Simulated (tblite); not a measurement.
Species: C₇H₁₄P₂.
Structure used (GFN2-xTB), in Å, numbered top down from 1:
```xyz
23
C7H14P2 angstrom
C      3.744   -0.162    0.013
C      2.818    0.373   -0.767
P      1.151   -0.280   -1.069
C      0.760   -1.026    0.592
C     -0.742   -1.246    0.734
P     -1.632    0.370    0.984
C     -3.351   -0.217    0.642
C     -1.252    1.099   -0.687
C      0.245    1.334   -0.837
H      3.559   -1.043    0.605
H      4.732    0.264    0.094
H      3.050    1.243   -1.372
H      1.283   -1.985    0.655
H      1.133   -0.372    1.387
H     -0.948   -1.871    1.610
H     -1.140   -1.755   -0.150
H     -3.406   -0.774   -0.292
H     -3.673   -0.853    1.465
H     -4.015    0.644    0.593
H     -1.617    0.433   -1.476
H     -1.791    2.049   -0.762
H      0.642    1.854    0.042
H      0.446    1.948   -1.721
```

Computed values, GFN2-xTB/tblite, gas phase, harmonic and unscaled. Against measured fundamentals such values can be off by several per cent, at times by over 20. One conformer, not necessarily the lowest.

Harmonic wavenumbers (cm⁻¹): 60.4, 88.7, 137.6, 163.5, 183.9, 191.6, 207.7, 236.8, 275.0, 314.4, 332.8, 376.5, 429.2, 547.4, 646.7, 678.2, 681.4, 689.6, 713.4, 739.4, 779.3, 828.8, 851.3, 861.7, 874.3, 889.5, 927.3, 999.6, 1002.0, 1052.2, 1056.7, 1058.6, 1083.3, 1125.5, 1147.8, 1241.1, 1248.1, 1253.4, 1255.2, 1258.5, 1319.7, 1401.6, 1426.6, 1436.1, 1440.0, 1444.6, 1448.3, 1456.1, 1654.7, 2909.9, 2914.8, 2916.4, 2922.3, 2925.5, 2927.4, 2932.4, 2934.2, 2984.5, 3008.9, 3010.0, 3012.8, 3083.5, 3115.5.

A = 2693, B = 687.1, C = 614.6 MHz; mass 160.057 u (most abundant isotopes); point group C1, symmetry number 1.

**Question.** Zero-point energy?

**Answer.** Half the sum of the wavenumbers: 41557 cm⁻¹ = 118.82 kcal/mol.

**Question.** Give the ideal-gas entropy at 500 K and 1 bar in the rigid-rotor, harmonic-oscillator model (classical rotation).

**Answer.** Translation 43.71, rotation 31.57, vibration 57.52: S = 132.8 cal/(mol K).

**Question.** And Cp and H(500 K) − H(0)?

**Answer.** Cp = 68.31 cal/(mol K), of which vibrations give 60.36 (their classical limit is 63 R = 125.2); H(500 K) − H(0) = 19.37 kcal/mol without the zero-point energy, 15.40 from vibrations.

**Question.** Which modes carry the vibrational entropy at 500 K?

**Answer.** 60.4 cm⁻¹: 5.47; 88.7 cm⁻¹: 4.71; 137.6 cm⁻¹: 3.84; 163.5 cm⁻¹: 3.50; 183.9 cm⁻¹: 3.27; 191.6 cm⁻¹: 3.20 cal/(mol K); the other 57 give 33.53 together.

**Question.** Blend soft modes into free rotors: weight 1/[1 + (100 cm⁻¹/ν̃)⁴] for the oscillator and the rest for a rotor with moment μB/(μ + B), μ = h/(8π²ν), B = 10⁻⁴⁴ kg m². What vibrational entropy results?

**Answer.** 55.01 cal/(mol K) in place of 57.52, which changes −T·S at 500 K by +1.26 kcal/mol.

**Question.** How do the functions run with temperature in this model?

**Answer.** 
```csv
T (K),S (cal/(mol K)),Cp (cal/(mol K)),H − H(0) (kcal/mol),G − H(0) (kcal/mol),ln q(vib)
100,70.3,20.3,1.30,-5.73,1.39
200,88.3,32.6,3.96,-13.69,4.24
300,103.9,45.5,7.86,-23.31,7.26
800,170.0,89.9,43.39,-92.64,22.51
1000,191.2,99.3,62.35,-128.80,28.16
```

q(vib) and H(0) count from the zero-point level.

**Question.** What must be added to the electronic energy to get the Gibbs energy at 500 K and 1 bar?

**Answer.** ZPE + [H(500 K) − H(0)] − T·S = 118.82 + 19.37 − 66.40 = 71.79 kcal/mol.

Hindered rotation and anharmonicity are outside this model. Other conformers, if any are populated, would add a mixing term that is left out. The structure is chiral; the term R ln 2 for an equal mix with its mirror image is left out.
